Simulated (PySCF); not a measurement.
Excitation energy of Sb²⁺ by level of theory

Sb²⁺ [Kr] 4d10 5s2 5p1 (2P) → Sb²⁺ [Kr] 4d10 5s2 5d1 (2D), as a difference of total energies. Computed with PySCF 2.14 in aug-cc-pVTZ-PP with ECP28MDF, with scalar relativity through the core potential. Correlated levels: valence: 4s2 4p6 4d10 frozen. The calculations carry no spin-orbit coupling.

| method | excitation energy (eV) |
| --- | --- |
| UHF | 11.278 |
| LDA | 10.703 |
| PBE | 10.446 |
| PBE0 | 10.736 |
| r2SCAN | 10.855 |
| MP2 (valence) | 10.947 |
| SCS-MP2 (valence) | 10.947 |

Problem. How much does correlation contribute at MP2 (valence)?

Solution. 10.947 − (11.278) = -0.331 eV, measured against UHF.

The promoted electron is Rydberg-like, and one or two diffuse shells describe it only roughly, which tends to raise the upper state.
